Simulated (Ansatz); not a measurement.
```yaml
crystal:
  periodic: [false, false, false]
  atoms:
    - {symbol: F, position_ang: [0.583436, -0.285102, -2.025037]}
    - {symbol: C, position_ang: [0.046715, 0.270966, -0.883778]}
    - {symbol: C, position_ang: [0.863673, 0.332630, 0.352424]}
    - {symbol: Ge, position_ang: [-0.920155, -0.659606, 0.577812]}
    - {symbol: H, position_ang: [-0.382748, 1.326893, -1.226978]}
    - {symbol: H, position_ang: [1.659189, -0.327120, 0.348722]}
    - {symbol: H, position_ang: [1.057659, 1.261281, 0.847138]}
    - {symbol: H, position_ang: [-2.015642, 0.037148, 1.202415]}
    - {symbol: H, position_ang: [-0.772305, -2.139326, 0.685094]}
basis:
  gaussian: {orbitals: def2-SVP}
hamiltonian: {xc: {name: RPBE}}
```

```sh
$ ansatz run in.yaml --threads 4 --pin off --events-out ev --progress --plain --max-ram 10444MiB
```

It prints (some lines left out):

```
Functional definition: RPBE
1105 factors; their error is unknown
mean field evaluation 1: about -61365.4157 eV, gradient 6.2e1 eV
mean field evaluation 2: about -61333.7181 eV, gradient 1.1e2 eV
mean field evaluation 4: about -61374.4824 eV, gradient 1.1e1 eV
mean field evaluation 8: about -61374.8411 eV, gradient 2.2e-1 eV
mean field evaluation 16: about -61374.7700 eV, gradient 2.2e-4 eV
mean field -61374.76998157 eV, -2255.4811955093 hartree, gradient 3.3e-5 eV, S^2 0.000000; 0 other end points of the search recorded, 0 dependent functions left out
reference -61374.77001193 eV, -2255.4811966250 hartree; 29, 29 occupied and 70, 70 virtual orbitals, 1105 factors
Total energy: -61374.77001193 eV, -2255.4811966250 hartree
```

Hardware: 4 threads of an Arm Neoverse V2 on a shared host. Wall time 0.81 s, peak host memory 0.42 GiB.
